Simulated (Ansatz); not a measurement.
One change: `O[SiH2]O` becomes `[OH][GeH2][OH]`.

Ansatz, PBE0-D4/def2-TZVP geometries, multiplicity 1. Each molecule was computed in one conformer, which needn't be the lowest.

Scalar relativity is left out up to krypton.

```csv
property,`O[SiH2]O`
HOMO–LUMO gap (B3LYP/def2-TZVPP) / eV,8.85
LUMO energy (B3LYP/def2-TZVPP) / eV,0.16
LUMO energy (ωB97M-V/def2-TZVPP) / eV,2.01
HOMO energy (B3LYP/def2-TZVPP) / eV,-8.69
HOMO–LUMO gap (ωB97M-V/def2-TZVPP) / eV,13.21
HOMO energy (PBE0/def2-TZVPP) / eV,-8.89
```

**Question.** What does the change do to each property? (Estimate.)

**Answer.** The calculation gave: 
```json
{"property": "HOMO–LUMO gap (B3LYP/def2-TZVPP) / eV", "`[OH][GeH2][OH]`": "8.40", "shift": "-0.45"}
{"property": "LUMO energy (B3LYP/def2-TZVPP) / eV", "`[OH][GeH2][OH]`": "-0.07", "shift": "-0.23"}
{"property": "LUMO energy (ωB97M-V/def2-TZVPP) / eV", "`[OH][GeH2][OH]`": "1.88", "shift": "-0.13"}
{"property": "HOMO energy (B3LYP/def2-TZVPP) / eV", "`[OH][GeH2][OH]`": "-8.48", "shift": "0.21"}
{"property": "HOMO–LUMO gap (ωB97M-V/def2-TZVPP) / eV", "`[OH][GeH2][OH]`": "12.99", "shift": "-0.22"}
{"property": "HOMO energy (PBE0/def2-TZVPP) / eV", "`[OH][GeH2][OH]`": "-8.74", "shift": "0.15"}
```

With PBE0 the HOMO rises by 0.15 eV and the LUMO falls by 0.22 eV, so the gap narrows by about 0.37 eV. PBE moves the HOMO by 0.32 eV and ωB97M-V by 0.08 eV.

B3LYP here is the variant with VWN-RPA as its local correlation; programs differ in this.
